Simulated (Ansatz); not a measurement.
Ideal-gas functions of ClFHOSi (`O[Si](F)Cl`) radical at 600 K and 1 bar, from an Ansatz frequency run at PBE0-D4/def2-TZVP.

Molar mass 99.54 g/mol, point group C1 (symmetry number 1), electronic degeneracy 2, moments of inertia 69.662, 143.771, 199.556 u Å². Harmonic wavenumbers (cm⁻¹, unscaled): 154, 213, 275, 356, 549, 780, 878, 944, 3901.

Use S(trans) = R[1.5 ln M + 2.5 ln T − 1.1517]; rotational temperatures θ = 24.2544 K / I; S(rot) = R[ln(√π/σ · √(T³/θAθBθC)) + 1.5]; for each mode x = 1.438777 ν̃/T, S = R[x/(eˣ − 1) − ln(1 − e⁻ˣ)] and H = RT x/(eˣ − 1); 1 cm⁻¹ = 0.0119627 kJ/mol; R = 8.31446 J/(mol·K).

Question: By hand: the entropy, in J/(mol·K).

Answer: Translation 180.8. Rotation: θ = 0.3482, 0.1687, 0.1215 K, giving 117.6. Vibration, mode by mode: 16.64, 13.99, 11.93, 9.88, 6.60, 4.22, 3.51, 3.10, 0.01, in all 69.9. Electronic 5.8. Sum 374.1 J/(mol·K).

Question: By hand: H − E and G − E in kJ/mol, counted from the electronic energy.

Answer: Zero-point energy ½ × 8050 × 0.0119627 = 48.1; thermal vibration 21.5; translation, rotation and pV give 4 RT = 20.0. H − E = 89.6 kJ/mol, and G − E = 89.6 − 600 × 374.1/1000 = -134.9 kJ/mol.

Vibration gives 19 % of the entropy. The sum counts one conformer and one mirror image; others add a mixing term.
